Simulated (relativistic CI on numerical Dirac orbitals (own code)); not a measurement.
**What each ingredient does to the levels of Ce I**

Base calculation: Dirac-Coulomb-Breit CI, orbitals from a KLI potential per configuration, a model potential for QED, valence Slater integrals scaled by 0.85, P86 correlation energy added to each configuration.

Configurations in the expansion (outside the closed core [Xe]): 4f.5d.6s2, 4f.5d2.6s, 4f2.6s2, 4f.5d2.6p, 4f.5d.6s.6p, 4f.5d3, 4f.6s2.6p, 5d3.6s, 4f.5d.6s.6d, 4f.5d.6s.6f, 4f2.5d.6s, 4f.6s2.7p, 4f.5d.6s.6g, 4f.6s2.5f, 5d2.6s2, 4f.6s.6p.7s, 4f.5d.6s.7s, 4f.5d2.6d, 4f.6s2.8s, 4f2.5d2, 4f.6s2.5g, 4f2.5d.6d, 4f.5d2.7s, 4f.6s2.7d, 4f.6s.6p.6d, 5d2.6s.7s, 4f2.6s.7s, 4f.5d.6s.7p, 4f.5d2.5f, 5d.6s.6p2, 4f2.6s.6p, 4f2.6p2, 4f2.6p.6d, 4f2.6p.6f, 4f.5d.6p2, 4f.6p3, 4f.6s.6p2, 4f.6p2.6d, 4f.6p2.6f, 4f2.5d.6p, 4f3.6p. Double excitations out of closed p, d and f shells are left out; levels of such configurations are missing from the list, as are those of other unlisted configurations, and high levels can miss mixing partners. These lack a partner that the ground configuration has and come out too high: 4f.6s2.7p, 4f.6s2.5f, 5d2.6s2, 4f.6s2.8s, 4f.6s2.5g.

The lowest level and the first level of each name with at least 55 % of one term (blank where a level has no safe partner in the second run):

```
          Level  Base (cm⁻¹)  Shift (cm⁻¹)
4f.5d.6s2 1G°_4          0.0           0.0
4f.5d.6s2 3F°_2        703.2        +116.0
4f.5d2.6s 5H°_3       1482.6         +95.3
4f.5d.6s2 3F°_3       1745.5        +102.7
4f.5d.6s2 3H°_5       1861.9        +124.3
4f.5d2.6s 5H°_4       1994.9         +99.6
4f.5d2.6s 5H°_5       2634.3        +114.3
4f.5d.6s2 3G°_3       2645.3        +307.1
4f.5d2.6s 5I°_4       2694.6        +259.7
4f.5d.6s2 3F°_4       3138.9         +80.4
4f.5d2.6s 5I°_5       3219.6        +270.4
4f.5d2.6s 5H°_6       3392.1        +113.4
4f.5d.6s2 1D°_2       3639.0        +400.1
4f.5d2.6s 3G°_5       3864.5        +173.0
```

Correlation outside the listed configurations is missing or only estimated: errors of thousands of cm⁻¹ between configurations and terms are usual at this charge. Rates and lifetimes follow the computed energies and can be off by large factors. The fine structure of a lone outer electron comes out too small, for d and f at times inverted, and misplaced configurations move strength between like terms. 12 of the 71 excited levels that our extract of the measured tables holds in this range could be paired (the sources list more); they are missed by 1932 cm⁻¹ on average and 5562 at most, and levels without a partner can miss by more. Some levels of the ground configuration have no partner and can miss by 10 % or more.

**Question.** One thing was changed in a second run, which moved the levels as shown. Which?
A. Slater integrals left unscaled
B. Breit term removed
C. configuration mixing switched off
D. self-excluded LDA correlation estimate
E. QED terms removed

**Answer.** A. Slater integrals left unscaled. Scaling acts on the splittings between terms and on the mixing, and leaves the fine structure of pure LS terms nearly alone; in jj coupling it moves the levels of one term differently.

LS names give the leading component of a level, which can be under half, so a name can repeat, a term be missing and a line seem to break the LS rules.
